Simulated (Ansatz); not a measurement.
Z-matrix (Å, degrees):
```
C
B 1 1.551
H 1 1.096 2 109.7
H 1 1.090 2 113.7 3 -122.3
H 1 1.096 2 109.6 3 115.5
I 2 2.127 1 119.9 3 -57.2
I 2 2.122 1 121.7 3 122.8
```

Total charge 0; spin multiplicity 1. I takes the def2 core potential.

List the CAM-B3LYP/def2-TZVPP orbital energies in eV (Ansatz). (An estimate is asked.)

Computed: Occupied: -278.72, -188.34, -188.29, -188.19, -134.55, -134.51, -134.39, -134.34, -134.32, -134.28, -54.22, -54.18, -54.17, -54.12, -54.11, -54.07, -53.97, -53.96, -53.92, -53.92, -22.60, -21.34, -21.17, -14.62, -13.68, -13.40, -11.91, -10.67, -9.87, -9.16, -8.95, -8.57. Lowest empty: -0.80, 0.84, 1.53, 2.01, 3.07, 3.19, 3.55, 4.30.
